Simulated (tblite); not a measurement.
Compound: hexafluorophosphate, PF₆ (charge -1).
InChI=1S/F6P/c1-7(2,3,4,5)6/q-1

Computed with GFN2-xTB (tblite): harmonic, unscaled wavenumbers at the GFN2-xTB geometry, gas phase. Against measured fundamentals such values can be off by several per cent, at times by over 20.

Harmonic wavenumbers (cm⁻¹): 239.7, 240.0, 240.3, 376.8, 376.9, 377.0, 451.0, 451.2, 451.5, 495.8, 495.9, 628.6, 748.3, 748.4, 748.6.

A = 2507, B = 2507, C = 2506 MHz; mass 144.964 u (most abundant isotopes); point group Oh, symmetry number 24.

Problem. Zero-point energy?

Solution. Half the sum of the wavenumbers: 3535 cm⁻¹ = 10.11 kcal/mol.

Problem. What is S at 400 K and 1 bar for an ideal gas of classical rigid rotors and harmonic oscillators?

Solution. Translation 42.31, rotation 21.97, vibration 19.78: S = 84.1 cal/(mol K).

Problem. And Cp and H(400 K) − H(0)?

Solution. Cp = 31.25 cal/(mol K), of which vibrations give 23.30 (their classical limit is 15 R = 29.8); H(400 K) − H(0) = 8.00 kcal/mol without the zero-point energy, 4.82 from vibrations.

Problem. Which modes carry the vibrational entropy at 400 K?

Solution. 239.7 cm⁻¹: 2.34; 240.0 cm⁻¹: 2.34; 240.3 cm⁻¹: 2.34; 376.8 cm⁻¹: 1.53; 376.9 cm⁻¹: 1.53; 377.0 cm⁻¹: 1.53 cal/(mol K); the other 9 give 8.18 together.

Problem. How do the functions run with temperature in this model?

Solution. 
```json
{"T (K)": "150", "S (cal/(mol K))": "60.1", "Cp (cal/(mol K))": "16.8", "H − H(0) (kcal/mol)": "1.60", "G − H(0) (kcal/mol)": "-7.42", "ln q(vib)": "0.46"}
{"T (K)": "250", "S (cal/(mol K))": "70.8", "Cp (cal/(mol K))": "25.0", "H − H(0) (kcal/mol)": "3.72", "G − H(0) (kcal/mol)": "-13.97", "ln q(vib)": "1.65"}
{"T (K)": "298.15", "S (cal/(mol K))": "75.4", "Cp (cal/(mol K))": "27.6", "H − H(0) (kcal/mol)": "4.99", "G − H(0) (kcal/mol)": "-17.49", "ln q(vib)": "2.35"}
{"T (K)": "600", "S (cal/(mol K))": "97.5", "Cp (cal/(mol K))": "34.5", "H − H(0) (kcal/mol)": "14.63", "G − H(0) (kcal/mol)": "-43.84", "ln q(vib)": "6.80"}
{"T (K)": "900", "S (cal/(mol K))": "111.8", "Cp (cal/(mol K))": "36.2", "H − H(0) (kcal/mol)": "25.29", "G − H(0) (kcal/mol)": "-75.37", "ln q(vib)": "10.55"}
```

q(vib) and H(0) count from the zero-point level.

Problem. What must be added to the electronic energy to get the Gibbs energy at 400 K and 1 bar?

Solution. ZPE + [H(400 K) − H(0)] − T·S = 10.11 + 8.00 − 33.63 = -15.52 kcal/mol.

Hindered rotation and anharmonicity are outside this model.
